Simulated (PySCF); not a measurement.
C₆H₃Cl, SMILES C#C/C=C(/Cl)C#C. Atoms are numbered in the order given.

```xyz
10

C      0.3849     3.1599     0.0000
C      0.6586     1.9766     0.0000
C      1.0127     0.6088     0.0000
C      0.1069    -0.3991     0.0000
Cl     0.6592    -2.0434     0.0000
C     -1.2990    -0.2273     0.0000
C     -2.5046    -0.0933     0.0000
H      0.1342     4.2046     0.0000
H      2.0752     0.3478     0.0000
H     -3.5721     0.0313     0.0000
```

Geometry optimised at PBE0-D3(BJ)/def2-SVP. The structure was generated by enumeration; whether it is a known compound was not checked.

Two levels are set side by side: PBE/pcSseg-1 (PySCF) and B3LYP/pcSseg-1 (PySCF). GIAO shifts against HCl (³⁵Cl), TMS (¹H), TMS (¹³C) at the same level; non-relativistic, no solvent, atoms listed together averaged. Without spin–orbit terms, shifts of atoms bonded to Cl or Br come out too high at both levels. Differences are taken from unrounded values.

```tsv
quantity	B3LYP
δ(¹³C) of C1 (ppm)	100.0
δ(¹³C) of C2 (ppm)	82.6
δ(¹³C) of C3 (ppm)	128.1
δ(¹³C) of C4 (ppm)	143.1
δ(³⁵Cl) of Cl5 (ppm)	306.8
δ(¹³C) of C6 (ppm)	82.8
δ(¹³C) of C7 (ppm)	98.6
δ(¹H) of H8 (ppm)	3.98
δ(¹H) of H9 (ppm)	6.33
δ(¹H) of H10 (ppm)	4.03
```

**Question.** What does PBE give, and how far is it from B3LYP? (The exact figures need the calculation; the answer reports its results.)

**Answer.** 
| quantity | PBE | PBE minus B3LYP |
|---|---|---|
| δ(¹³C) of C1 (ppm) | 100.2 | 0.2 |
| δ(¹³C) of C2 (ppm) | 86.4 | 3.8 |
| δ(¹³C) of C3 (ppm) | 124.4 | -3.7 |
| δ(¹³C) of C4 (ppm) | 139.3 | -3.8 |
| δ(³⁵Cl) of Cl5 (ppm) | 334.1 | 27.3 |
| δ(¹³C) of C6 (ppm) | 86.3 | 3.5 |
| δ(¹³C) of C7 (ppm) | 98.0 | -0.6 |
| δ(¹H) of H8 (ppm) | 4.01 | 0.04 |
| δ(¹H) of H9 (ppm) | 6.35 | 0.02 |
| δ(¹H) of H10 (ppm) | 4.01 | -0.03 |

Rough cost on one machine, each run with all the roots and properties that it gave: B3LYP against PBE within a factor of 2.
